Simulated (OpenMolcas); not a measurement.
## S+: effect of the level shift or regulariser

- Program: OpenMolcas 26.06
- Basis: ANO-RCC-VTZP [5s4p2d1f]
- Scalar Hamiltonian: DKH2, point nucleus
- Active space: 5 electrons in 4 orbitals (3s 3p)
- State averaging: 2S+1 = 4 odd, 1 root; 2S+1 = 2 odd, 8 roots; 2S+1 = 4 even, 3 roots; 2S+1 = 2 even, 9 roots
- Spin-orbit coupling: RASSI with atomic mean-field integrals over the reference wave functions, term energies averaged over their components

Methods on the same reference wave functions:
A. CASSCF
B. SS-CASPT2, IPEA 0.25 Eh, imaginary shift 0.1 Eh (closed shells correlated: 2s 2p)
C. SS-CASPT2, IPEA 0.25 Eh, real shift 0.2 Eh (closed shells correlated: 2s 2p)

Energies in cm-1 above 3s2 3p3 4S* 3/2, the measured ground level; measured values from NIST Handbook of Basic Atomic Spectroscopic Data.

```csv
Level,A,B,C,Measured
3s2 3p3 4S* 3/2,0.0,0.0,0.0,0.0
3s2 3p3 2D* 3/2,19200,15660,15700,14853
3s2 3p3 2D* 5/2,19231,15680,15730,14885
3s2 3p3 2P* 1/2,26244,25130,25150,24525
3s2 3p3 2P* 3/2,26265,25140,25160,24572
3s 3p4 4P 5/2,86510,83020,83330,79395
3s 3p4 4P 3/2,86874,83390,83700,79757
3s 3p4 4P 1/2,87088,83600,83910,79963
3s 3p4 2D 3/2,124374,109830,110650,97891
3s 3p4 2D 5/2,124378,109840,110660,97919
3s 3p4 2S 1/2,143306,134450,134640,119784
3s 3p4 2P 3/2,160656,145810,146180,
3s 3p4 2P 1/2,161085,146240,146610,
```

Deviations, from unrounded energies. A percentage is the sum of absolute deviations over the sum of measured energies, with the sign that they share, or ± where signs differ.

```tsv
Against measurement	Levels	A	B	C
mean absolute deviation (cm-1)	10	11000	5200	5500
other terms of the ground configuration (%)	4	+15.4	+3.5	+3.7
other configurations (%)	6	+17.6	+8.9	+9.4
```

B lies closest to measurement on these levels and A furthest from it. The largest miss of B in the table is 3s 3p4 2S 1/2, by +15000 cm-1. The ranking rests on the paired levels alone, and a cruder setting can come out closer through cancelling errors.

Between B and C the level of the table that moves most is 3s 3p4 2D 3/2, by 820 cm-1 (lowest in B, highest in C). Moves below CASPT2's spread within the term are not significant.

The mean deviations of B to C differ by less than CASPT2's widest spread within a term (880 cm-1), so their order carries little weight.

From A to B the spin-free energies of the other terms of 3s2 3p3 shown, above 4S*, scale by factors of 0.82 to 0.96.

The lowest spin-free term lies below A's lowest term by 0.109 hartree in B, 0.109 hartree in C.

Term energies are means over components that CASPT2 splits; among the terms shown or strongly mixed into the levels shown the widest spread is 880 cm-1 (3s 3p4 2D, B). Over all roots computed the reference weight is 0.88 to 0.96 in B, 0.92 to 0.97 in C; the roots of lowest weight are the least certain, and an intruder state may touch them. Terms of s pⁿ other than that of highest spin mix with s² pⁿ⁻² d, which this space lacks; all of them can be thousands of cm-1 off, and some have no real level of that name. Without dynamic correlation excited terms often stand tens of per cent too high (terms of higher spin than the ground term too low), and those without a measured partner can miss by more than the paired ones (holds for A). Measured partners are found by configuration, term and J. A level has none where our copy of the source lacks it or the pairing is in doubt (some pairs that miss far off the trend of their configuration count as doubtful), and it then counts in no deviation. Only configurations of the active space appear.

* marks odd parity.
